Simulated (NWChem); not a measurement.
System: C$_{4}$H$_{3}$N$_{2}$, doublet; SMILES [c]1ccncn1

Here is an NWChem input.

```
start job
memory heap 200 mb stack 900 mb global 1100 mb
geometry units angstroms noautosym nocenter noautoz
  C      1.348684     0.179850     0.000000
  C      0.522245     1.294932     0.000000
  C     -0.837705     0.976664     0.000000
  N     -1.289521    -0.277932     0.000000
  C     -0.386786    -1.243975     0.000000
  N      0.938239    -1.037326     0.000000
  H      0.880739     2.325549     0.000000
  H     -1.592898     1.772690     0.000000
  H     -0.740574    -2.280885     0.000000
end
basis spherical
  C library 6-31g*
  N library 6-31g*
  H library 6-31g*
end
dft
  odft
  mult 2
  xc xcamb88 1.00 lyp 0.81 vwn_5 0.19 hfexch 1.00
  cam 0.33 cam_alpha 0.19 cam_beta 0.46
  iterations 150
end
property
  hyperfine
end
task dft property
```

NWChem printed, in part:

```
             Northwest Computational Chemistry Package (NWChem) 7.3.0
             --------------------------------------------------------

                             Geometry "geometry" -> ""
                             -------------------------

 Output coordinates in angstroms (scale by  1.889725989 to convert to a.u.)

  No.       Tag          Charge          X              Y              Z
 ---- ---------------- ---------- -------------- -------------- --------------
    1 C                    6.0000     1.34868400     0.17985000     0.00000000
    2 C                    6.0000     0.52224500     1.29493200     0.00000000
    3 C                    6.0000    -0.83770500     0.97666400     0.00000000
    4 N                    7.0000    -1.28952100    -0.27793200     0.00000000
    5 C                    6.0000    -0.38678600    -1.24397500     0.00000000
    6 N                    7.0000     0.93823900    -1.03732600     0.00000000
    7 H                    1.0000     0.88073900     2.32554900     0.00000000
    8 H                    1.0000    -1.59289800     1.77269000     0.00000000
    9 H                    1.0000    -0.74057400    -2.28088500     0.00000000

 Effective nuclear repulsion energy (a.u.)     200.6883870449

                              NWChem Property Module
                              ----------------------

  itol2e modified to match energy
  convergence criterion.

                                 NWChem DFT Module
                                 -----------------

 Summary of "ao basis" -> "ao basis" (spherical)
 ------------------------------------------------------------------------------
       Tag                 Description            Shells   Functions and Types
 ---------------- ------------------------------  ------  ---------------------
 C                           6-31g*                  6       14   3s2p1d
 N                           6-31g*                  6       14   3s2p1d
 H                           6-31g*                  2        2   2s

  itol2e modified to match energy
  convergence criterion.

[...]

          ----------------------
          Hyperfine Interactions
          ----------------------

 Total Spin Density (Fermi Contact Term)
 ------------------ --------------------
     Atom            x         y         z       Density (a.u.)      Aiso(MHz)     Aiso(Gauss)
     1  13-C      2.54864   0.33987   0.00000       0.454954        511.455121     182.499597
     2  13-C      0.98690   2.44707   0.00000       0.043542         48.949828      17.466486
     3  13-C     -1.58303   1.84563   0.00000       0.015792         17.753037       6.334714
     4  14-N     -2.43684  -0.52522   0.00000      -0.001617         -0.522584      -0.186471
     5  13-C     -0.73092  -2.35077   0.00000       0.052470         58.986007      21.047639
     6  14-N      1.77301  -1.96026   0.00000       0.236762         76.498950      27.296681
     7   1-H      1.66436   4.39465   0.00000       0.003086         13.795165       4.922449
     8   1-H     -3.01014   3.34990   0.00000       0.007061         31.562031      11.262099
     9   1-H     -1.39948  -4.31025   0.00000      -0.000805         -3.598727      -1.284113

           -------------------------------------------
           Anisotropic Interaction (Spin-Dipolar Term)
           -------------------------------------------

 ------------------------------------------------------------
     Atom            x         y         z
 ------------------------------------------------------------
     1  13-C      2.54864   0.33987   0.00000

   Spin-Dipolar term (a.u.)
        xx             yy             zz             xy             xz             yz
 ------------------------------------------------------------------------------------------
       0.782256      -0.436296      -0.345960       0.019783       0.000000       0.000000

   Principal Comp. of -hf- tensor (au)            Anisotropic -hfcc- (MHz)               Anisotropic -hfcc- (Gauss)
 --------------------------------------------------------------------------------------------------------------------------
      0.782577    -0.436617    -0.345960     105.014331   -58.589842   -46.424489      37.471661   -20.906277   -16.565384

   Orientation of the principal axis of Hyperfine Tensor w.r.t absolute (molecular) frame
 --------------------------------------------------------------------------------------------------------------------------
      0.999868    -0.016228    -0.000000
      0.016228     0.999868     0.000000
      0.000000    -0.000000     1.000000

 ------------------------------------------------------------
     Atom            x         y         z
 ------------------------------------------------------------
     2  13-C      0.98690   2.44707   0.00000

   Spin-Dipolar term (a.u.)
        xx             yy             zz             xy             xz             yz
 ------------------------------------------------------------------------------------------
       0.073786       0.038233      -0.112020      -0.107064       0.000000      -0.000000

   Principal Comp. of -hf- tensor (au)            Anisotropic -hfcc- (MHz)               Anisotropic -hfcc- (Gauss)
 --------------------------------------------------------------------------------------------------------------------------
      0.164539    -0.052520    -0.112020      22.079628    -7.047654   -15.031974       7.878547    -2.514774    -5.363773

[...]
```

Level: CAM-B3LYP/6-31G* (spherical d), spin-unrestricted, contact and dipolar terms. In the optimisation the excess spin sits in a' (Cs, its own frame). Coordinates come from a PBE0/def2-SVP, spin-unrestricted optimisation. No frequency run checked for a minimum. No stability test was run on the SCF state.
